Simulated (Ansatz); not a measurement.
One change: `C[S][Ga]([F])[F]` becomes `[F][GaH][F]`.

Ansatz, PBE0-D4/def2-TZVP geometries, multiplicity 1. Each molecule was computed in one conformer, which needn't be the lowest.

Scalar relativity is left out up to krypton.

| property | `C[S][Ga]([F])[F]` |
| --- | --- |
| size of the dipole moment (B3LYP/def2-TZVPP) / D | 3.19 |
| zero-point energy (PBE0-D4/def2-TZVP) / kJ/mol | 113.7 |
| HOMO–LUMO gap (ωB97M-V/def2-TZVPP) / eV | 10.50 |
| HOMO energy (ωB97M-V/def2-TZVPP) / eV | -10.06 |
| LUMO energy (PBE/def2-TZVPP) / eV | -2.40 |
| HOMO–LUMO gap (B3LYP/def2-TZVPP) / eV | 5.85 |

(1) What does the change do to each property? (Estimate.)

Results:

(1) Ansatz gave: 
```tsv
property	`[F][GaH][F]`	shift
size of the dipole moment (B3LYP/def2-TZVPP) / D	2.53	-0.66
zero-point energy (PBE0-D4/def2-TZVP) / kJ/mol	28.4	-85.3
HOMO–LUMO gap (ωB97M-V/def2-TZVPP) / eV	13.05	2.55
HOMO energy (ωB97M-V/def2-TZVPP) / eV	-12.73	-2.67
LUMO energy (PBE/def2-TZVPP) / eV	-2.16	0.24
HOMO–LUMO gap (B3LYP/def2-TZVPP) / eV	8.46	2.61
```

With PBE0 the HOMO falls by 2.51 eV and the LUMO rises by 0.08 eV, so the gap widens by about 2.59 eV. PBE moves the HOMO by -2.05 eV and ωB97M-V by -2.67 eV. The zero-point energy changes by -85.3 kJ/mol with -12 modes. Dipoles are sizes alone; their direction can turn.

B3LYP here is the variant with VWN-RPA as its local correlation; programs differ in this.
